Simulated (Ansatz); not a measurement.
K₂Se, relaxed as a singlet with RKS r2SCAN-D4/def2-TZVP in Ansatz, starting from the GFN1-xTB geometry. Force threshold 0.02 eV/Å.

The structure comes from a short search, and lower isomers may exist.

Start:

| atom | x (Å) | y (Å) | z (Å) |
| --- | --- | --- | --- |
| K1 | -0.367 | 2.776 | 0.522 |
| K2 | -1.096 | -0.823 | -0.353 |
| Se3 | 1.463 | -1.953 | -0.168 |

```tsv
step	energy (eV)	largest force component (eV/Å)	SCF passes
1	-97996.4434	0.471	44
2	-97996.6746	0.526	27
3	-97996.9642	0.685	24
4	-97997.2616	0.794	26
5	-97997.6357	0.888	26
6	-97998.0252	0.898	25
7	-97998.3100	0.834	21
8	-97998.5914	0.378	25
9	-97998.7186	0.252	21
10	-97998.7691	0.231	22
11	-97998.8139	0.185	21
12	-97998.8281	0.133	20
13	-97998.8343	0.054	21
14	-97998.8369	0.018	21
15	-97998.8377	0.009	21
16	-97998.8379	0.004	22
17	-97998.8380	0.002	22
```

Force components are those of the run's own axes.

End:

```xyz
3

K     1.152    2.465    0.707
K    -1.499   -2.266   -0.722
Se    0.348   -0.199    0.015
```

Bonds lost: K1–K2 (atoms count from 1). Bonds formed: K1–Se3 (atoms count from 1). The end is the same structure that another start reached, the lowest one found.

The force fell under the threshold at step 14, but the optimiser went on. No frequencies were taken in this run, so the end may be a saddle point.

Run time 53 s (4 threads of Intel Xeon on a shared host).
